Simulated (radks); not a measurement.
Initial-state core-level shifts of neutral tellurium when its valence configuration changes from [Kr] 4d10 5s2 5p4. Calculated with a radial shooting solver on a logarithmic mesh with Libxc functionals: scalar-relativistic Kohn-Sham, LDA (Slater exchange, Perdew-Wang correlation), spin-unpolarised, spherical densities, finite nucleus; Fermi nuclear charge, rms radius 4.7423 fm. Shifts are changes of the shell-averaged eigenvalues in eV (positive: less bound); the change of the density at the nucleus, which sets a Mossbauer isomer shift, is in e/bohr^3, on a base of 2.34e+05.

valence                1s       2p       3s       4p  density at nucleus
4d10 5s1 5p5       -1.416   -1.394   -1.420   -1.385              -59.49
4d10 5p6           -2.772   -2.729   -2.783   -2.712             -122.31
4d9 5s2 5p5        -8.728   -9.231   -8.788   -7.036              +24.48
4d10 5s0.5 5p5.5   -2.101   -2.068   -2.108   -2.055              -90.50
4d9 5s1 5p6       -10.065  -10.552  -10.136   -8.336              -41.98
4d8 5s2 5p6       -17.708  -18.771  -17.795  -14.061              +49.86
4d10 5s1.5 5p4.5   -0.716   -0.705   -0.718   -0.700              -29.31
